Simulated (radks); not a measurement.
Results of a calculation; reference values are marked as such.
Task: Species: Sc3.5+. Configuration: [Ne] 3s2 3p(up 2.75, down 2.75) (fractional occupations, a model configuration). Code: a radial shooting solver on a logarithmic mesh with Libxc functionals. Model: non-relativistic Kohn-Sham, BLYP, spin-polarised, spherical densities, point nucleus. Some entries of the table are withheld. Estimate them.

orbital  occ.  eigenvalue (eV)  <r^2> (bohr^2)
1s          2        -4417.181             (1)
2s          2        -514.0769          0.1416
2p          6        -432.4800             (2)
3s          2         -95.0109           1.265
3p        5.5         -73.6565           1.440

Result: 
(1) 1s <r^2> (bohr^2): 0.007270
(2) 2p <r^2> (bohr^2): 0.1174
